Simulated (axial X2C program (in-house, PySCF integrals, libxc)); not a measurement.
Working with the constants of NaBe

A bond curve at the PBE0 level, with spin–orbit coupling, was computed with an in-house relativistic program for diatomic molecules (basis Na dyall-cv3z [9s8p5d2f], Be dyall-cv3z [8s8p3d1f] (cores contracted in-house)) for the state Ω = 1/2 (⟨Sz⟩ = 0.50, ⟨Lz⟩ = 0.00 at PBE0). Its fit gives Re = 2.8898 Å, ωe = 223.0 cm⁻¹, ωexe = 3.74 cm⁻¹ and αe = 6.042e-03 cm⁻¹; the masses are 22.9898 and 9.0122 u. Two-component means X2C with spin–orbit coupling and atomic mean-field Coulomb and Gaunt terms.

Question: Find the reduced mass, Be and the force constant.

Answer: From the PBE0 values: μ = 6.4742 u. Be = 16.8576/(μ Re²) = 0.3118 cm⁻¹. k = 5.8918×10⁻⁷ μ ωe² = 0.19 mdyn/Å.

Question: The dipole moment p changes by 0.65 D/Å at Re. What harmonic infrared intensity follows?

Answer: I = 42.256 × (dp/dR)²/μ = 2.8 km/mol.

Question: Where do the fundamental and the first overtone lie?

Answer: ν(1←0) = ωe − 2ωexe = 215.5 cm⁻¹; ν(2←0) = 2ωe − 6ωexe = 423.6 cm⁻¹.

Question: Estimate De from a Morse curve and compare with the computed well depth of 0.364 eV to Na + Be.

Answer: De(Morse) = ωe²/(4ωexe) = 0.412 eV against 0.364 eV computed, a ratio of 1.13. For De the Morse form works well here.

Question: Estimate the centrifugal constant by the Kratzer relation.

Answer: D = 4Be³/ωe² = 2.44e-06 cm⁻¹.

The state is one determinant whose occupation by symmetry is held fixed; it was picked as the lowest of a PBE0 search that is not exhaustive. Dissociation energies refer to the lowest single-determinant-based atoms at the same level and basis. Density functionals use the spin component along the axis (collinear). The levels of this run spread widely (ωe from 191 to 240 cm⁻¹), so these constants depend on the method.
